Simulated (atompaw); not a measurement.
# Gd (Z = 64): one change to a PAW (atompaw) potential, before and after

atompaw 4.2.0.5 input, output lines left out:

```
Gd 64
GGA-PBESOL scalarrelativistic loggrid 2001 logderivrange -6 5 276
6 6 5 4 0 0
6 0 1
6 1 0
5 2 2
4 3 7
0 0 0
c
c
c
c
v
v
c
c
c
v
v
c
c
v
v
3
3.00 2.80 2.70 1.65
n
n
y
2.9
n
y
0.85
n
bloechl besselshape
4 0 troulliermartins
```

All-electron outer shells of the reference configuration (PBEsol, scalar-relativistic, ld1.x):

```json
{"shell": "4p", "level (eV)": "-274.68", "outermost node (bohr)": "0.29", "outermost maximum (bohr)": "0.54"}
{"shell": "4d", "level (eV)": "-146.18", "outermost node (bohr)": "0.27", "outermost maximum (bohr)": "0.56"}
{"shell": "5s", "level (eV)": "-48.32", "outermost node (bohr)": "0.65", "outermost maximum (bohr)": "1.20"}
{"shell": "5p", "level (eV)": "-25.93", "outermost node (bohr)": "0.70", "outermost maximum (bohr)": "1.35"}
{"shell": "4f", "level (eV)": "-7.31", "outermost node (bohr)": "–", "outermost maximum (bohr)": "0.56"}
{"shell": "6s", "level (eV)": "-3.69", "outermost node (bohr)": "1.61", "outermost maximum (bohr)": "3.46"}
{"shell": "5d", "level (eV)": "-1.76", "outermost node (bohr)": "0.79", "outermost maximum (bohr)": "2.02"}
{"shell": "6p", "level (eV)": "-1.11", "outermost node (bohr)": "1.94", "outermost maximum (bohr)": "4.79"}
```

Change: all radii scaled by about 0.91 (s 1.46, p 2.14, d 2.14, f 1.32 bohr); local potential troulliermartins scheme with l = 4 at 0 Ry, radius 2.46 bohr; augmentation besselshape compensation charge, radius 2.56 bohr; PAW radius 2.74 bohr; waves and projectors: bloechl; core correction smooth core density matched at 1.50 bohr.

Cutoffs: the cutoffs (Ry, on a coarse ladder) from which the occupation-weighted sum of valence levels, in a spherical-Bessel basis at the reference potential, stays within 10 and 1 mRy of its value at 400 Ry; they do not see the model core or the augmentation charge, which bear on the density cutoff.

Task: What does the change do?

Result: The potential gets harder (30 Ry and 35 Ry → 35 Ry and 45 Ry); neither file shows a bound ghost. A smaller radius makes the pseudo-wave follow the all-electron one further in, where it bends more sharply, so more plane waves are needed.

| quantity | base | changed |
| --- | --- | --- |
| cutoff, loose | 30 Ry | 35 Ry |
| cutoff, tight | 35 Ry | 45 Ry |
| loose cutoff by channel (10 mRy a level) | s 10 Ry, p 15 Ry, d 15 Ry, f 21 Ry | s 12 Ry, p 15 Ry, d 18 Ry, f 30 Ry |
| bound ghosts | none | none |
| lowest overlap eigenvalue by channel | s 0.53, p 0.79, d 0.96, f 0.99 | s 0.47, p 0.72, d 0.89, f 1.00 |

 The cutoffs see the waves, projectors and local potential, not the compensation charge or the core.
